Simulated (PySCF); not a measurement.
# Mayer bond orders and bond lengths

Species: C₆H₇NO.
SMILES with atom numbers: `[NH2:1][c:2]1[cH:3][cH:4][c:5]([OH:6])[cH:7][cH:8]1` (hydrogens: H9, H10 on N1; H11 on C3; H12 on C4; H13 on O6; H14 on C7; H15 on C8)

Geometry (GFN2-xTB, Å), atoms numbered from 1 in this order:
```
atom  x, y, z in Å
N1    -2.527    0.059    0.434
C2    -1.165    0.000    0.176
C3    -0.517   -1.229    0.048
C4     0.849   -1.294   -0.130
C5     1.604   -0.128   -0.187
O6     2.956   -0.236   -0.369
C7     0.968    1.099   -0.062
C8    -0.401    1.162    0.115
H9    -2.976    0.932    0.205
H10   -3.056   -0.754    0.162
H11   -1.096   -2.140    0.092
H12    1.351   -2.243   -0.231
H13    3.347    0.645   -0.377
H14    1.546    2.013   -0.108
H15   -0.885    2.123    0.211
```

Bond orders from the PBE0/pcSseg-1 density (PySCF). Geometry: GFN2-xTB, one conformer, isolated molecule.

Task: How far do the computed orders between heavy atoms stray from the drawn ones?

Result: The largest departure is 0.155, at C2–C3 (drawn aromatic, 1.345), counting aromatic bonds as 1.5. Drawn single, order above 1.12: N1–C2 (1.132). The bonds drawn aromatic range from 1.34 to 1.48.

Task: Set the Mayer orders of the bonds beside their lengths.

Result: 
```csv
bond,drawn as,length (Å),Mayer order
N1–C2,single,1.387,1.132
C2–C3,aromatic,1.395,1.345
C3–C4,aromatic,1.379,1.484
C4–C5,aromatic,1.390,1.397
C5–O6,single,1.368,1.041
C5–C7,aromatic,1.388,1.374
C7–C8,aromatic,1.382,1.461
C8–C2,aromatic,1.393,1.363
N1–H9,single,1.008,0.942
N1–H10,single,1.008,0.942
C3–H11,single,1.080,0.956
C4–H12,single,1.078,0.948
O6–H13,single,0.964,0.947
C7–H14,single,1.083,0.943
C8–H15,single,1.081,0.951
```

Bonds between the same two heavy elements. C–C: lowest C2–C3 (1.345, 1.395 Å), highest C3–C4 (1.484, 1.379 Å).

Task: Sum the orders of all bonds at each heavy atom with more than one neighbour and set the sums beside the valence in the SMILES.

Result: N1 3.016 (drawn 3), C2 3.840 (drawn 4), C3 3.785 (drawn 4), C4 3.829 (drawn 4), C5 3.812 (drawn 4), O6 1.988 (drawn 2), C7 3.778 (drawn 4), C8 3.775 (drawn 4). Orders between atoms that aren't bonded are not in these sums.

The Mayer order sums products of elements of PS (density times overlap matrix) between the two atoms' basis functions, so it depends on the basis set.
